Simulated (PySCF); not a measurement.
SMILES CS[Si](O)(OC)O (GFN2-xTB optimised geometry):

```
15

C      0.158     1.678    -0.855
O     -0.263     0.647     0.000
Si     0.242    -0.891     0.000
O     -0.446    -1.567     1.302
O      1.866    -0.891     0.000
S     -0.430    -2.038    -1.679
C     -2.211    -2.115    -1.311
H      1.238     1.813    -0.781
H     -0.352     2.589    -0.544
H     -0.100     1.447    -1.891
H     -0.562    -1.049     2.094
H      2.351    -1.698    -0.155
H     -2.624    -1.111    -1.305
H     -2.671    -2.707    -2.095
H     -2.351    -2.589    -0.345
```

Method: CAM-B3LYP/def2-TZVP in PySCF 2.14.0.

**Question.** What are the frontier orbital energies and the dipole moment?

**Answer.** HOMO-2 -10.19 eV, HOMO-1 -9.47 eV, HOMO -8.13 eV, LUMO 1.49 eV, LUMO+1 1.59 eV; dipole moment 0.95 D.

On the same geometry PBE/def2-TZVP in PySCF gives HOMO-2 -7.12 eV, HOMO-1 -6.69 eV, HOMO -5.55 eV, LUMO -0.33 eV, LUMO+1 -0.19 eV; dipole moment 0.95 D.

Meta-Löwdin charges at CAM-B3LYP/def2-TZVP: C1 -0.11, O2 -0.64, Si3 1.43, O4 -0.77, O5 -0.76, S6 -0.23, C7 -0.39, H8 0.11, H9 0.12, H10 0.11, H11 0.36, H12 0.36, H13 0.13, H14 0.13, H15 0.14.
